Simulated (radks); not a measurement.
Spin polarisation of the 4d3 shell in the niobium ion Nb2+. Start: [Kr] 4d(up 1.5, down 1.5); electrons of 4d are moved from spin down to spin up, other shells keep equal spins. All-electron calculation, scalar-relativistic Kohn-Sham, BLYP, spin-polarised, spherical densities, point nucleus. Program: a radial shooting solver on a logarithmic mesh with Libxc functionals.

| moment (Bohr magnetons) | E - E(0) (eV) | e(4d up) (eV) | e(4d down) (eV) | 4p down minus up (eV) | 4s down minus up (eV) |
|---|---|---|---|---|---|
| 0 | 0.000 | -19.036 | -19.036 | 0.000 | 0.000 |
| 0.75 | -0.094 | -19.270 | -18.770 | 0.482 | 0.433 |
| 1.5 | -0.373 | -19.467 | -18.482 | 0.960 | 0.863 |
| 2.25 | -0.829 | -19.624 | -18.181 | 1.428 | 1.287 |
| 3 | -1.452 | -19.745 | -17.870 | 1.882 | 1.703 |

At moment 3 the spin-polarisation energy is -1.452 eV and the 4d exchange splitting 1.875 eV, that is 0.625 eV per Bohr magneton; E = -I m^2/4 would give I = 0.645 eV.
